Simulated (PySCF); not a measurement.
## Correlation energy of K⁺ (potassium, charge +1)

[Ar], closed-shell 1S. Computed with PySCF 2.14 in aug-cc-pVDZ-X2C, with scalar relativity by spin-free X2C-1e. Frozen: [Ne] 3s2; 6 electrons correlated.

Total MP2 correlation energy: -4.52 mhartree.

Same-spin part -1.44 and opposite-spin part -3.08 mhartree; SCS-MP2 scales them by 1/3 and 6/5 to -4.17 mhartree.

```tsv
level	correlation energy (mhartree)
CCSD	-4.70
(T)	-0.03
CCSD(T)	-4.73
```

Diagnostics: T1 = 0.0013, D1 = 0.0019, largest double amplitude 0.008.

Cost of the coupled-cluster step: 0.11 s of wall time on 1 thread of Intel(R) Xeon(R) Platinum 8375C CPU @ 2.90GHz (shared host), for 6 correlated electrons.
